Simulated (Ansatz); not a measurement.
Reaction (formal exchange of groups at the Si–C bond): `N=C([SiH3])[SeH]` + `C1CS[SiH2]1` → `[SiH3][SiH]1CCS1` + `N=C[SeH]`

Computed with Ansatz on PBE0-D4/def2-TZVP structures; ΔE is electronic, products minus reactants. CBS: MP2 limit from def2 TZ/QZ plus the TZ coupled-cluster correction, frozen cores. Functionals use def2-TZVPP. B3LYP here is the variant with VWN-RPA as its local correlation; programs differ in this. For Se outer-core shells are correlated without core-valence functions, which leaves a few kJ/mol of doubt a bond. Scalar relativity is left out up to krypton. One conformer a species, not always the lowest.

```csv
level,ΔE (kJ/mol)
PBE-D4,-18.2
r2SCAN-D4,-11.7
PBE0-D4,-17.5
B2PLYP,-5.8
B3LYP,-9.1
CCSD/def2-TZVPP,-7.4
HF/def2-QZVPP,-3.7
SCS-MP2/def2-QZVPP,-0.1
```

Problem. What does CCSD(T)/CBS give? (Estimate.)

Solution. Computed: -5.7 kJ/mol. The listed levels differ from it by -12.5, -6.0, -11.8, -0.1, -3.4, -1.7, 2.0, 5.6 kJ/mol.

Largest T1 diagnostic among the species: 0.012.
